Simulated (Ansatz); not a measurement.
```xyz
13

C    -1.229   -1.864    0.171
O    -0.297   -1.076   -0.577
In    0.998    0.600    0.366
C     0.360    2.465   -0.432
Cl    2.786   -0.643   -0.575
Cl    0.625   -0.056    2.591
H    -0.751   -2.320    1.039
H    -1.664   -2.627   -0.477
H    -2.013   -1.190    0.511
H     0.418   -1.636   -0.911
H    -0.577    2.762    0.036
H     1.119    3.221   -0.234
H     0.224    2.365   -1.508
```

Total charge 0; spin multiplicity 1. In takes the def2 core potential.

Problem. List the r2SCAN/def2-TZVPP orbital energies in eV (Ansatz). (Estimate.)

Solution. The calculation gave: Occupied: -2752.46, -2752.42, -517.76, -275.17, -273.31, -253.83, -253.79, -192.35, -192.31, -192.25, -192.23, -192.20, -192.19, -125.81, -82.47, -82.33, -82.24, -28.62, -20.78, -20.68, -19.99, -19.74, -19.64, -19.34, -18.90, -18.80, -17.79, -14.46, -12.76, -12.25, -10.63, -10.52, -10.49, -9.77, -8.53, -8.41, -8.05, -7.64, -7.46, -7.30, -7.13. Lowest empty: -1.46, -0.53, 0.58, 0.79, 1.01, 1.70, 2.14, 2.36.
